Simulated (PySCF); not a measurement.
The vertical singlet excitations below were computed for one of the candidates. Method used: TDDFT wB97X-D/def2-SVPD, vertical, gas phase, core orbitals frozen in the response in PySCF. Geometries: PBE0-D3(BJ)/def2-SVP, one conformer each.

| state | E (eV) | f | main configurations (H = HOMO, L = LUMO) |
| --- | --- | --- | --- |
| S1 | 5.33 | 0.0025 | H→L (89%) |
| S2 | 7.41 | 0.032 | H→L+1 (56%), H→L+3 (19%) |
| S3 | 7.70 | 0.198 | H-1→L (89%) |
| S4 | 8.06 | 0.0005 | H→L+2 (62%), H→L+1 (14%) |
| S5 | 8.40 | 0.0089 | H-1→L+1 (41%), H→L+4 (14%), H-2→L (14%) |
| S6 | 8.47 | 0.011 | H-5→L (24%), H-1→L+1 (20%), H-4→L (9%) |

Orbital energies (eV): HOMO-3 -11.50, HOMO-2 -11.23, HOMO-1 -10.16, HOMO -9.09, LUMO 1.72, LUMO+1 2.40, LUMO+2 2.70.

**Question.** Which structure fits? All have the formula C6H11N.
A. `CCC(C#N)CC`
B. `CCC(C)(C)C#N`
C. `[H]/N=C1/CCC[C@H]1C`

**Answer.** C. Its S1, at 5.33 eV, is the lowest among the candidates; the nearest of the others has S1 at 7.69 eV. S1 is HOMO→LUMO (89%). Löwdin shares by element: HOMO nitrogen 53%, carbon 24% or more, hydrogen 8% or more (atoms not listed hold the other 16%); LUMO carbon 37% or more, nitrogen 25%, hydrogen 8% or more (atoms not listed hold the other 31%). At the same level the other candidates give, for their lowest levels:
- `CCC(C)(C)C#N`: 7.76 eV (f 0.000); 8.11 eV (f 0.004); 8.11 eV (f 0.004); 9.08 eV (f 0.050); 9.14 eV (f 0.053); T1 6.45 eV; HOMO -11.01, LUMO 2.08 eV
- `CCC(C#N)CC`: 7.69 eV (f 0.000); 8.02 eV (f 0.008); 8.02 eV (f 0.001); 9.13 eV (f 0.041); 9.24 eV (f 0.008); HOMO -11.05, LUMO 2.00 eV
Triplets come from the Tamm–Dancoff approximation.
